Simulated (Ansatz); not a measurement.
A single point on CH3AlFNS, SMILES `N[C]1(F)[AlH][S]1`.

```yaml
crystal:
  periodic: [false, false, false]
  atoms:
    - {symbol: N, position_ang: [0.025474, 0.538494, 1.349462]}
    - {symbol: C, position_ang: [0.466344, 0.171596, 0.055497]}
    - {symbol: F, position_ang: [1.839252, 0.292621, 0.037777]}
    - {symbol: Al, position_ang: [-0.333554, -0.856678, -1.387218]}
    - {symbol: S, position_ang: [-0.333080, 1.273116, -1.269849]}
    - {symbol: H, position_ang: [0.184828, -0.196143, 2.027376]}
    - {symbol: H, position_ang: [-0.943400, 0.817871, 1.356855]}
    - {symbol: H, position_ang: [-0.813765, -2.097977, -2.225699]}
basis:
  gaussian: {orbitals: def2-TZVPP}
hamiltonian: {xc: pbe}
correlation: {method: rpa}
```

```sh
$ ansatz run in.yaml --threads 2 --pin off --events-out ev --progress --plain --max-ram 4352MiB
```

It prints (some lines left out):

```
Functional definition: PBE
1330 factors; integrals over basis functions are off by at most 1.1e-3 eV
mean field evaluation 1: about -22702.2982 eV, gradient 7.2e1 eV
mean field evaluation 2: about -22702.2878 eV, gradient 7.2e1 eV
mean field evaluation 4: about -22710.1190 eV, gradient 3.1e1 eV
mean field evaluation 8: about -22713.4839 eV, gradient 7.9e-1 eV
mean field evaluation 16: about -22713.4842 eV, gradient 2.4e-3 eV
mean field -22713.48419997 eV, -834.7051485962 hartree, gradient 6.8e-6 eV, S^2 0.000000; 0 other end points of the search recorded, 0 dependent functions left out
13 core orbitals not correlated: weight in the atoms' cores, before any rotation towards them, 1.000 or more for the frozen orbitals, at most 0.000 for the correlated occupied ones
reference -22665.88296625 eV, -832.9558355225 hartree; 14, 14 occupied and 192, 192 virtual orbitals, 1330 factors
Total energy: -22703.67750459 eV, -834.3447591884 hartree
```

Run time 6.5 s (2 threads of an Arm Neoverse V2 on a shared host); peak host memory 0.51 GiB.
